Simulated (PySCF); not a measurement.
K₃O⁺ (singlet). All numbers come from PBE0/[O def2-TZVP, K def2-TZVP], no relativity, density fitting, PySCF.

Harmonic bands of its minimum:

```tsv
ω (cm⁻¹)	IR (km/mol, summed over degenerate members)	degeneracy
94	16.3	2
160	117	1
212	0.0	1
423	396	2
```

Question: The central atom is O. Infer the point group and assign the bands.

Answer: D3h. The modes span 2e' + a2'' + a1': 94 e', 160 a2'', 212 a1', 423 e'. The computed geometry has K–K 4.070 Å (×3), O–K 2.350 Å (×3); K–K–K 60.0° (×3), K–K–O 30.0° (×6), K–O–K 120.0° (×3).

Other isomers or separated fragments may lie lower.
